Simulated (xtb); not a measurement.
C$_{7}$H$_{5}$N, charge +1, doublet, at a GFN2-xTB geometry (a state made from the parent by changing its charge; the spin is typed, not shown lowest); GFN0-xTB in xtb.

xtb was given this input:
```
$ xtb mol.xyz --gfn 0 --chrg 1 --uhf 1 --ohess --json

# file mol.xyz
13

N      3.09447207     0.54569994     0.08552880
C      1.97027113     0.34405098     0.09827211
C      0.58290560     0.10911407    -0.06534538
C     -0.29752988     1.20037873     0.01070762
C     -1.64940850     0.93943794     0.12467921
C     -2.09840019    -0.37517664     0.00812351
C     -1.22169602    -1.45682642    -0.06125818
C      0.13389680    -1.21669448    -0.17684443
H      0.07376209     2.21515404     0.03562928
H     -2.34191656     1.75993276     0.25167831
H     -3.15939126    -0.55266667    -0.14507906
H     -1.58608738    -2.47460941    -0.07689969
H      0.83209500    -2.03341530    -0.29403714
```

It wrote (shortened):

```
   ID    Z sym.   atoms
    1    7 N      1
    2    6 C      2-8
    3    1 H      9-13

           -------------------------------------------------
          |                Calculation Setup                |
           -------------------------------------------------

           -------------------------------------------------
          |                 G F N 0 - x T B                 |
           -------------------------------------------------

          ...................................................
          :                      SETUP                      :
          :.................................................:
          :  # basis functions                  42          :
          :  # atomic orbitals                  42          :
          :  # shells                           26          :
          :  # electrons                        37          :
          :  electronic temp.          300.0000000     K    :
          :  accuracy                    1.0000000          :
          :  -> integral cutoff          0.2500000E+02      :
          :  -> integral neglect         0.1000000E-07      :
          ...................................................

         :::::::::::::::::::::::::::::::::::::::::::::::::::::
         ::                     SUMMARY                     ::
         :::::::::::::::::::::::::::::::::::::::::::::::::::::
         :: total energy             -18.637369825575 Eh    ::
         :: gradient norm              0.058158259884 Eh/a0 ::
         :: HOMO-LUMO gap              3.447650724738 eV    ::
         ::.................................................::
         :: H0 energy                -20.374798586883 Eh    ::
         :: repulsion energy           0.412383907849 Eh    ::
         :: electrostat energy         1.339736769905 Eh    ::
         :: -> Gsolv                   0.000000000000 Eh    ::
         ::    -> Gsasa                0.000000000000 Eh    ::
         ::    -> Gshift               0.000000000000 Eh    ::
         :: dispersion energy         -0.004280095414 Eh    ::
         :: short-range corr.         -0.010411821032 Eh    ::
         :: add. restraining           0.000000000000 Eh    ::
         :: total charge               1.000000000000 e     ::
         :::::::::::::::::::::::::::::::::::::::::::::::::::::

      -----------------------------------------------------------
     |                   =====================                   |
     |                        A N C O P T                        |
     |                   =====================                   |
     |               Approximate Normal Coordinate               |
     |                Rational Function Optimizer                |
      -----------------------------------------------------------
      -----------------------------------------------------------
     |                   =====================                   |
     |                        A N C O P T                        |
     |                   =====================                   |
     |               Approximate Normal Coordinate               |
     |                Rational Function Optimizer                |
      -----------------------------------------------------------

          ...................................................
          :                      SETUP                      :
          :.................................................:
          :   optimization level            normal          :
          :   max. optcycles                   200          :
          :   ANC micro-cycles                  20          :
          :   degrees of freedom                33          :
          :.................................................:
          :   RF solver                   davidson          :
          :   write xtbopt.log                true          :
          :   linear?                        false          :
          :   energy convergence         0.5000000E-05 Eh   :
          :   grad. convergence          0.1000000E-02 Eh/α :
          :   maxmium RF displ.          1.0000000          :
          :   Hlow (freq-cutoff)         0.1000000E-01      :
          :   Hmax (freq-cutoff)         5.0000000          :
          :   S6 in model hess.         20.0000000          :
          ...................................................

generating ANC from exact Hessian ...
Using Lindh-Hessian (1995)
 Shifting diagonal of input Hessian by    3.8939971944643593E-003
 Lowest  eigenvalues of input Hessian
    0.000000    0.000000    0.000000    0.000000    0.000000    0.000000
    0.010000    0.010594    0.018284    0.023250    0.029462    0.057243
    0.068990    0.090583    0.091464    0.099598    0.099790    0.104865
 Highest eigenvalues
    1.521782    1.584570    1.847339    1.949099    1.967270    2.628077

........................................................................
.............................. CYCLE    1 ..............................
........................................................................
 * total energy  :   -18.6373698 Eh     change        0.0000000E+00 Eh
   gradient norm :     0.0581583 Eh/α   predicted     0.0000000E+00 (   0.00%)
   displ. norm   :     0.1117371 α      lambda       -0.2164728E-02
   maximum displ.:     0.0644188 α      in ANC's #4, #5, #9, ...

........................................................................
.............................. CYCLE    2 ..............................
........................................................................
 * total energy  :   -18.6388934 Eh     change       -0.1523537E-02 Eh
   gradient norm :     0.0264524 Eh/α   predicted    -0.1095879E-02 ( -28.07%)
   displ. norm   :     0.1662554 α      lambda       -0.1334030E-02
   maximum displ.:     0.1105911 α      in ANC's #5, #4, #2, ...

........................................................................
[...]
 * total energy  :   -18.6397602 Eh     change       -0.8668319E-03 Eh
 * total energy  :   -18.6400557 Eh     change       -0.2955382E-03 Eh
 * total energy  :   -18.6402187 Eh     change       -0.1629696E-03 Eh
 * total energy  :   -18.6402972 Eh     change       -0.7847206E-04 Eh
 * total energy  :   -18.6403261 Eh     change       -0.2896680E-04 Eh
 * total energy  :   -18.6403323 Eh     change       -0.6158911E-05 Eh
 * total energy  :   -18.6403347 Eh     change       -0.2362062E-05 Eh
   *** GEOMETRY OPTIMIZATION CONVERGED AFTER 9 ITERATIONS ***
         :: total energy             -18.640334662291 Eh    ::
[...]

Topologies differ in total number of bonds
Writing topology from bond orders to xtbtopo.mol

 dipole moment from electron density (au)
     X       Y       Z
  -2.9313  -0.5207  -0.0323  total (Debye):    7.568

           -------------------------------------------------
          |               Frequency Printout                |
           -------------------------------------------------
 projected vibrational frequencies (cm⁻¹)
eigval :       -0.00    -0.00    -0.00     0.00     0.00     0.00
eigval :       78.94   123.07   265.04   297.46   302.85   410.82
eigval :      416.28   522.75   556.51   714.17   718.06   720.89
eigval :      864.32   868.22   888.98   900.15   926.03   988.74
eigval :     1078.38  1137.89  1159.13  1177.75  1241.20  1254.04
eigval :     1340.29  1399.85  1503.86  2103.32  3089.72  3091.53
eigval :     3099.56  3099.67  3112.86
 reduced masses (amu)
   1: 10.13   2: 11.33   3: 12.08   4: 12.19   5: 11.60   6: 11.44   7: 11.29   8: 12.10
   9: 10.15  10:  8.88  11:  8.93  12: 12.03  13: 11.56  14: 11.71  15:  6.83  16: 11.42
  17:  7.36  18:  3.31  19: 10.78  20:  5.41  21:  4.08  22:  3.24  23: 10.59  24:  8.44
  25:  5.46  26:  5.40  27:  1.93  28:  7.16  29:  6.22  30:  6.73  31:  6.65  32:  9.56
  33: 11.40  34: 12.80  35:  1.77  36:  1.76  37:  1.89  38:  1.83  39:  1.89
 IR intensities (km·mol⁻¹)
   1:  2.35   2: 11.94   3:  6.14   4:  3.46   5:  6.65   6: 11.17   7:  3.11   8:  7.86
   9:  3.63  10:  0.80  11:  0.00  12:  0.81  13:  0.00  14:  2.93  15:141.05  16:  0.18
  17: 76.96  18:  0.00  19:  0.65  20: 10.26  21:  0.00  22:  0.24  23:  0.12  24:  0.12
  25:  1.35  26:  1.26  27:  0.36  28:  6.82  29:  2.84  30:  2.13  31: 12.41  32: 18.37
  33:  0.10  34:  2.15  35:  5.02  36: 44.49  37:249.48  38: 26.49  39:121.50
 Raman intensities (Ä⁴*amu⁻¹)
   1:  0.00   2:  0.00   3:  0.00   4:  0.00   5:  0.00   6:  0.00   7:  0.00   8:  0.00
   9:  0.00  10:  0.00  11:  0.00  12:  0.00  13:  0.00  14:  0.00  15:  0.00  16:  0.00
  17:  0.00  18:  0.00  19:  0.00  20:  0.00  21:  0.00  22:  0.00  23:  0.00  24:  0.00
  25:  0.00  26:  0.00  27:  0.00  28:  0.00  29:  0.00  30:  0.00  31:  0.00  32:  0.00
  33:  0.00  34:  0.00  35:  0.00  36:  0.00  37:  0.00  38:  0.00  39:  0.00
 output can be read by thermo (or use thermo option).
 writing <g98.out> molden fake output.
 recommended (thermochemical) frequency scaling factor: 1.0
           -------------------------------------------------
          |             Thermodynamic Functions             |
           -------------------------------------------------

c2v symmetry found (for desy threshold:  0.10E+00) used in thermo

          ...................................................
          :                      SETUP                      :
          :.................................................:
          :  # frequencies                          33      :
          :  # imaginary freq.                       0      :
          :  linear?                             false      :
          :  only rotor calc.                    false      :
          :  symmetry                              c2v      :
          :  rotational number                       2      :
          :  scaling factor                  1.0000000      :
          :  rotor cutoff                   50.0000000 cm⁻¹ :
          :  imag. cutoff                  -20.0000000 cm⁻¹ :
          :.................................................:

    mode    ω/cm⁻¹     T·S(HO)/kcal·mol⁻¹    T·S(FR)/kcal·mol⁻¹   T·S(vib)
   ------------------------------------------------------------------------
       1     78.94    -1.16788 ( 86.14%)    -0.92104 ( 13.86%)    -1.13366
       2    123.07    -0.90982 ( 97.35%)    -0.78957 (  2.65%)    -0.90663
       3    265.04    -0.48548 ( 99.87%)    -0.56239 (  0.13%)    -0.48558
       4    297.46    -0.42670 ( 99.92%)    -0.52821 (  0.08%)    -0.42678
   ------------------------------------------------------------------------

   temp. (K)  partition function   enthalpy   heat capacity  entropy
                                   cal/mol     cal/K/mol   cal/K/mol   J/K/mol
 298.15  VIB   31.8                 2844.563     21.046     16.291
         ROT  0.133E+06              888.752      2.981     26.422
         INT  0.422E+07             3733.315     24.027     42.714
         TR   0.101E+28             1481.254      4.968     39.792
         TOT                        5214.5693    28.9954    82.5053   345.2024

       T/K    H(0)-H(T)+PV         H(T)/Eh          T*S/Eh         G(T)/Eh
   ------------------------------------------------------------------------
    298.15    0.830995E-02    0.981890E-01    0.392010E-01    0.589880E-01
   ------------------------------------------------------------------------

         :::::::::::::::::::::::::::::::::::::::::::::::::::::
         ::                  THERMODYNAMIC                  ::
         :::::::::::::::::::::::::::::::::::::::::::::::::::::
         :: total free energy         -18.581346613935 Eh   ::
         ::.................................................::
         :: total energy              -18.640334662291 Eh   ::
         :: zero point energy           0.089879056333 Eh   ::
         :: G(RRHO) w/o ZPVE           -0.030891007977 Eh   ::
         :: G(RRHO) contrib.            0.058988048356 Eh   ::
         :::::::::::::::::::::::::::::::::::::::::::::::::::::

optimized geometry written to: xtbopt.xyz

           -------------------------------------------------
          | TOTAL ENERGY              -18.640334662291 Eh   |
          | TOTAL ENTHALPY            -18.542145660859 Eh   |
          | TOTAL FREE ENERGY         -18.581346613935 Eh   |
          | GRADIENT NORM               0.000757049194 Eh/α |
          | HOMO-LUMO GAP               3.393718796604 eV   |
           -------------------------------------------------

normal termination of xtb
```
